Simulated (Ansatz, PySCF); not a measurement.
C$_{4}$H$_{10}$N, doublet, geometry from GFN2-xTB, with bond 12-4 at 2.4 times its length. Base run: CASSCF(3,5)/6-31G run with PySCF.

The PySCF input:
```python
from pyscf import gto, scf, mcscf
import numpy

mol = gto.Mole()
mol.atom = '''
    C    -2.151671    0.297452    0.484870
    C    -1.294027   -0.811996    0.034898
    N    -0.032124   -0.320849   -0.549668
    C     0.957544    0.167591    0.390083
    C     2.245044    0.504489   -0.352282
    H    -1.910469    0.830618    1.385743
    H    -2.820266    0.773682   -0.207724
    H    -1.785836   -1.400470   -0.744530
    H    -1.018868   -1.475596    0.859505
    H    -0.235144    0.393467   -1.243990
    H     1.145413   -0.635699    1.109213
    H     0.153849    2.294259    1.741652
    H     3.019470    0.794981    0.352734
    H     2.081644    1.326305   -1.046387
    H     2.584911   -0.360265   -0.915542
'''
mol.basis = '6-31g'
mol.charge = 0
mol.spin = 1
mol.verbose = 4
mol.build()

mf = scf.ROHF(mol)
mf.kernel()
mc = mcscf.CASSCF(mf, 5, 3)
mc.fix_spin_(ss=0.75)
mc.kernel()
occ = numpy.linalg.eigvalsh(mc.fcisolver.make_rdm1(mc.ci, mc.ncas, mc.nelecas))[::-1]
ss = mc.fcisolver.spin_square(mc.ci, mc.ncas, mc.nelecas)[0]
print('natural occupations', occ.round(4), ' <S^2>', round(ss, 4))
```

Programs used: Ansatz (a first-principles code), PySCF; a row that names a program was run with it.

The base run was repeated with changes; each row names its change, and settings that it needs were set with it.

| change | ΔE vs base (mEh) | natural occupations | <S^2> of the state |
|---|---|---|---|
| base | 0.000 | 1.49 1.00 0.51 0.00 0.00 | 0.75 |
| solver = newton | 0.000 | 1.49 1.00 0.51 0.00 0.00 | 0.75 |
| active space = 5 electrons, 5 orbitals | -18.628 | 1.98 1.49 1.00 0.51 0.02 | 0.75 |
| active space = 5 electrons, 7 orbitals | -23.672 | 1.98 1.49 1.00 0.50 0.02 0.00 0.00 | 0.75 |
| orbitals = fixed (CASCI) | 28.976 | 1.62 1.00 0.38 0.00 0.00 | 0.75 |
| code = ansatz | 0.019 | - | - |
| active space = 3 electrons, 3 orbitals | 0.245 | 1.48 1.00 0.51 | 0.75 |
| state_average = 2 states | 0.383 | - | - |
| fix_spin_ = off | 0.000 | 1.49 1.00 0.51 0.00 0.00 | 0.75 |
| correction = SC-NEVPT2 | -447.7 | 1.49 1.00 0.51 0.00 0.00 | 0.75 |
| code = ansatz; correction = SC-NEVPT2, all electrons | -447.7 | - | - |

Active orbitals are taken around the Fermi level unless the row says otherwise; CASSCF can end in different local minima, and two programs can end on different orbitals. State-averaged rows give the lowest state.

Open shells are given as the SCF converged; they aren't shown to be the lowest states, and a large step between rows can be another state.
